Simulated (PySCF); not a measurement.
# Reading the logs of faulty runs: BGeH7NSi cation

All numbers below are calculated, not measured. The program is PySCF 2.14.0, an open-source quantum chemistry code, run on an isolated molecule that a program drew, which may never have been made. The molecule is BGeH7NSi cation (charge +1, singlet), drawn as the SMILES string `[BH+][NH][GeH2][SiH3]`.

Each row is a Hartree-Fock (HF) and frozen-core CCSD(T) single point in the cc-pV(D+d)Z basis, meant for a local HF minimum. Run 1 is clean. Each other run has one planted mistake out of seven kinds, and not every kind appears here: one electron removed, one electron added, multiplicity raised by two, geometry at a saddle point, minimal basis STO-3G, one bond length entered in bohr, all coordinates scaled. The reference is restricted for singlets and unrestricted otherwise, and also for a bond in bohr. Adding or removing an electron swaps singlet and doublet. Electrons count all cores. HOMO and LUMO are orbital energies over both spins, the gradient is its largest component, and the lowest frequency (negative if imaginary) is given only where the gradient is small. Bond lengths are over the 10 bonds as drawn. T1 is the CCSD diagnostic: over 0.02 (restricted) or 0.045 (unrestricted) a single reference is doubtful. Germanium has the cc-pVDZ-PP basis, with a core potential (ECP10MDF) in place of its 10 inner electrons, and its 3s, 3p and 3d shells are frozen in CCSD(T).

Geometry of the clean run:
```xyz
11
BGeH7NSi cation, angstrom
B    -0.3757    3.0016   -1.0922
N    -0.7108    2.0139   -0.3276
Ge    0.5460    1.1149    1.0038
Si    0.5477   -1.2249    0.3885
H    -0.0156    3.8912   -1.7618
H    -1.6566    1.6576   -0.3327
H    -0.1129    1.5455    2.3048
H     1.7995    1.9349    0.7203
H     1.1522   -1.3012   -0.9523
H    -0.8653   -1.6446    0.3834
H     1.3420   -1.9167    1.4164
```

```
run,electrons,basis functions,<S^2>,HOMO (eV),LUMO (eV),gradient (hartree/bohr),lowest frequency (cm^-1),mean bond (Å),longest bond (Å),T1,HF (hartree),CCSD(T) (hartree),mistake
1,64,109,0.000,-15.30,-3.21,3.2e-05,66,1.5397,2.419,0.0145,-665.30375,-665.80230,no fault
2,64,109,0.847,-13.44,-3.56,6.9e-03,-,1.6706,2.781,0.0413,-665.19272,-665.67948,one bond length entered in bohr
3,64,109,0.000,-15.19,-3.24,1.3e-02,-,1.5643,2.458,0.0150,-665.30127,-665.80269,all coordinates scaled
4,63,109,0.761,-22.49,-13.20,9.7e-02,-,1.5397,2.419,0.0180,-664.78034,-665.25595,one electron removed
5,64,109,2.039,-9.74,-8.33,9.6e-02,-,1.5397,2.419,0.0479,-665.10284,-665.61370,?
6,65,109,0.773,-5.23,2.66,7.2e-02,-,1.5397,2.419,0.0207,-665.45728,-665.97505,?
```

**Which mistake was planted in run 5, and what did it cost?**

Electrons, basis and geometry are unchanged, and <S^2> is 2.039, beside S(S+1) = 2.00 for a multiplicity of 3. So the mistake is: multiplicity raised by two. Subtracting run 1 and multiplying by 627.51 kcal/mol a hartree, the energy moved by 126.1 kcal/mol in HF and 118.3 kcal/mol in CCSD(T).

**Which mistake was planted in run 6, and what did it cost?**

It counts 65 electrons, one more than the clean run, at the same geometry and basis. So the mistake is: one electron added. Subtracting run 1 and multiplying by 627.51 kcal/mol a hartree, the energy moved by -96.3 kcal/mol in HF and -108.4 kcal/mol in CCSD(T).

Cautions from the logs. Run 5: T1 is over the limit, so its CCSD(T) energy is less reliable.
